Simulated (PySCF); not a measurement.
Gas-phase reaction: 3 GeH2Cl2 + GeH2F2 ⇌ 2 GeH3Cl + 2 HF + 2 GeCl2

Energies from PySCF (xtb for GFN2), thermal terms from the rigid-rotor harmonic-oscillator model, ideal gas at 1 bar. † marks an energy on the PBE0/def2-TZVP geometry and frequencies; other levels use their own. MP2 and CCSD(T) freeze the core. 6-31G* has spherical d functions here. All species are closed-shell singlets. B3LYP is the form with VWN-RPA correlation. Ge: all electrons, no relativistic terms. GeH2F2: computed as isolated molecules; such fragments, hydroxides, amides, oligomers or adducts are transient or little studied in the gas. MP2 isn't extrapolated to the basis-set limit; its ΔH°(298 K) is 283.7 kJ in def2-SVP and 254.9 kJ in def2-TZVPP. CCSD(T) isn't extrapolated to the basis-set limit; its ΔH°(298 K) is 250.7 kJ in def2-SVP and 238.2 kJ in def2-TZVPP. The harmonic model lacks anharmonicity and excited electronic states, which grow with temperature; levels with a mode under 35 cm⁻¹ are left out.

| level | ΔE electronic, kJ | ΔH°(298 K), kJ | ΔS°(298 K), J/K | ΔG°(800 K), kJ |
|---|---|---|---|---|
| B3LYP/def2-TZVP† | 172 | 173 | 286 | -56 |
| CCSD(T)/def2-SVP† | 250 | 251 | 286 | 22 |
| GFN2-xTB | 124 | 133 | 273 | -82 |
| HF/6-31G* | 284 | 282 | 290 | 49 |
| M06-2X/def2-TZVP† | 263 | 263 | 286 | 35 |
| MP2/def2-SVP† | 283 | 284 | 286 | 55 |
| PBE/def2-TZVP† | 178 | 178 | 286 | -50 |
| PBE0/def2-QZVP† | 203 | 203 | 286 | -25 |
| PBE0/def2-TZVP | 216 | 216 | 286 | -12 |
| r2SCAN/def2-TZVP† | 241 | 242 | 286 | 13 |
| LDA/def2-TZVP† | 239 | 239 | 286 | 11 |
ΔH° is lowest at GFN2-xTB and highest at MP2/def2-SVP†. No reference value is set beside these.
